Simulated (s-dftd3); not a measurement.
C₆H₈ (SMILES C1=CCCC=C1), singlet, geometry from GFN2-xTB; D3(bj) for bp86 (s-dftd3).

Input for s-dftd3:
```
$ s-dftd3 mol.xyz --bj bp86 --json dftd3.json --noedisp --grad

# file mol.xyz
14

C      0.33415403    -1.32094912     0.37025126
C      1.34641342    -0.52637671     0.03031447
C      1.12170147     0.88666805    -0.21546712
C     -0.11301375     1.35323081    -0.38684073
C     -1.29270643     0.42569228    -0.37438804
C     -1.04916727    -0.76755513     0.55007034
H      0.48430172    -2.36848684     0.58687686
H      2.35391142    -0.90435261    -0.06299487
H      1.98251912     1.53737759    -0.26231479
H     -0.30020542     2.39536091    -0.60068737
H     -1.45672544     0.07023329    -1.39983198
H     -2.19481983     0.95787436    -0.06778948
H     -1.79744996    -1.54065932     0.36728094
H     -1.15582054    -0.45160844     1.59581954
```

What the program printed (banner, timings and long lists left out):

```
-----------------------------------
 s i m p l e   D F T - D 3  v1.4.0
-----------------------------------

Rational (Becke-Johnson) damping: bp86-D3(BJ)
---------------------
  s6         1.0000
  s8         3.2822
  s9         0.0000
  a1         0.3946
  a2         4.8516
 alp        14.0000
--------------------

Dispersion energy:      -1.9055509630307E-02 Eh

Gradient norm:           1.0117559926416E-03 Eh/a0
--------------------------------------------------
     #    Z           dE/dx      dE/dy      dE/dz
--------------------------------------------------
     1    6 C     1.002E-04 -2.541E-04  8.810E-05
     2    6 C     3.339E-04 -6.960E-05  6.321E-06
     3    6 C     2.957E-04  1.615E-04 -5.355E-05
     4    6 C     9.874E-06  2.702E-04 -9.636E-05
     5    6 C    -2.157E-04  8.562E-05 -5.681E-05
     6    6 C    -1.718E-04 -1.422E-04  8.588E-05
     7    1 H     6.141E-05 -2.370E-04  6.024E-05
     8    1 H     2.176E-04 -8.948E-05 -4.937E-06
     9    1 H     1.815E-04  1.477E-04 -2.500E-05
    10    1 H    -1.799E-05  2.433E-04 -6.350E-05
    11    1 H    -2.082E-04  3.332E-05 -1.643E-04
    12    1 H    -2.336E-04  1.025E-04 -2.171E-05
    13    1 H    -1.891E-04 -1.642E-04  5.342E-05
    14    1 H    -1.638E-04 -8.763E-05  1.922E-04
--------------------------------------------------

Virial:
--------------------------------------------------
      component           x          y          z
--------------------------------------------------
          x       6.662E-03  5.275E-05 -1.362E-04
          y       5.275E-05  5.427E-03 -1.734E-03
          z      -1.362E-04 -1.734E-03  1.490E-03
--------------------------------------------------

[Info] JSON dump of results written to 'dftd3.json'
```
